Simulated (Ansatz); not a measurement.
Level of theory: Ansatz (an electronic-structure program) with frozen-core CCSD(T)/cc-pVTZ // r2SCAN-D4/def2-TZVP.

Ansatz 0.2 input:
```yaml
crystal:
  periodic: [false, false, false]
  atoms:
    - { symbol: C, position_ang: [-1.103414, -0.439082, 0.71522] }
    - { symbol: C, position_ang: [-0.050021, -0.155066, -0.061417] }
    - { symbol: N, position_ang: [0.659632, 1.039352, -0.055382] }
    - { symbol: S, position_ang: [0.547467, -1.354662, -1.218245] }
    - { symbol: H, position_ang: [-1.565635, 0.332235, 1.321123] }
    - { symbol: H, position_ang: [-1.502416, -1.440807, 0.764936] }
    - { symbol: H, position_ang: [0.235786, 1.762776, 0.510588] }
    - { symbol: H, position_ang: [0.922223, 1.372881, -0.972579] }
    - { symbol: H, position_ang: [1.856377, -1.117626, -1.004244] }
basis:
  gaussian: { orbitals: cc-pVTZ }
correlation:
  method: ccsd_t
```

Output:

```
Functional definition: HF
1106 factors; integrals over basis functions are off by at most 1.1e-3 eV
mean field evaluation 1: about -14436.7603 eV, gradient 3.4e1 eV
mean field evaluation 2: about -14437.0187 eV, gradient 3.4e1 eV
mean field evaluation 4: about -14440.1205 eV, gradient 3.3e0 eV
mean field evaluation 8: about -14440.1772 eV, gradient 3.0e-1 eV
mean field evaluation 16: about -14436.7605 eV, gradient 3.4e1 eV
mean field -14440.17793898 eV, -530.6667513534 hartree, gradient 5.1e-6 eV, S^2 0.000000; 0 other end points of the search recorded, 0 dependent functions left out
8 core orbitals not correlated
reference -14440.17793898 eV, -530.6667513534 hartree; 12, 12 occupied and 174, 174 virtual orbitals, 1106 factors
second order -19.55113597 eV of doubles, -0.00000000 eV of singles
cycle   1  -19.92360739 eV  change   -3.7e-1 eV  update   9.5e-2
cycle   2  -20.42272832 eV  change   -5.0e-1 eV  update   2.9e-2
cycle   3  -20.52310610 eV  change   -1.0e-1 eV  update   1.4e-2
cycle   4  -20.51584959 eV  change    7.3e-3 eV  update   3.5e-3
cycle   5  -20.51625162 eV  change   -4.0e-4 eV  update   1.5e-3
cycle   6  -20.51632614 eV  change   -7.5e-5 eV  update   4.0e-4
cycle   7  -20.51612476 eV  change    2.0e-4 eV  update   1.5e-4
cycle   8  -20.51611417 eV  change    1.1e-5 eV  update   4.7e-5
cycle   9  -20.51612076 eV  change   -6.6e-6 eV  update   1.6e-5
perturbative correction -0.94493963 eV, -0.0347258911 hartree
Total energy: -14461.63899937 eV, -531.4554307760 hartree
```

Cost: about 2.2 core-minutes (a rough figure).
